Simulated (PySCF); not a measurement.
Worked example: entropy of an ideal gas

C₂H₅Se, SMILES [CH2][Se]C, multiplicity 2.

Coordinates come from a PBE-D3(BJ)/def2-SVP optimisation. The isomer is the one that the SMILES or the coordinates give; other isomers of the formula were not compared.

PySCF with PBE-D3(BJ)/def2-SVP gives the harmonic wavenumbers 126, 193, 235, 342, 590, 701, 803, 868, 918, 1239, 1303, 1383, 1397, 2987, 3086, 3102, 3112, 3227 cm⁻¹ and the rotational temperatures 0.6211, 0.3464, 0.2298 K. The molar mass is 108.03 g/mol, the symmetry number 1, the spin multiplicity 2.

Work out the entropy at 298.15 K and 1 atm in the rigid-rotor, harmonic-oscillator model.


Translation (Sackur–Tetrode at 1 atm): S = R[1.5 ln M + 2.5 ln T − 1.16487] = 167.1 J/(mol K).
Rotation: q = (√π/σ) T^1.5/√(θA θB θC) = 41000, S = R[ln q + 3/2] = 100.8 J/(mol K).
Vibration: with u = 1.4388 ν/T, each mode gives R[u/(e^u − 1) − ln(1 − e^−u)]:
```
ν (cm⁻¹)  modes     u  S (J/(mol K))
--------  -----  ----  -------------
126           1  0.61          12.58
193           1  0.93           9.20
235           1  1.13           7.70
342           1  1.65           5.03
590           1  2.85           1.95
701           1  3.38           1.28
803           1  3.88           0.86
868           1  4.19           0.66
918           1  4.43           0.54
1239          1  5.98           0.15
1303          1  6.29           0.11
1383          1  6.67           0.08
1397          1  6.74           0.08
```
The stiffer modes add less than 0.005 each. Sum 40.2 J/(mol K).
Spin: R ln 2 = 5.8 J/(mol K).
Total 313.9 J/(mol K); the program's own thermochemistry gives 313.9. Translation makes up 53 % and vibration 13 %. Anharmonicity, hindered rotation and orbital degeneracy are left out.
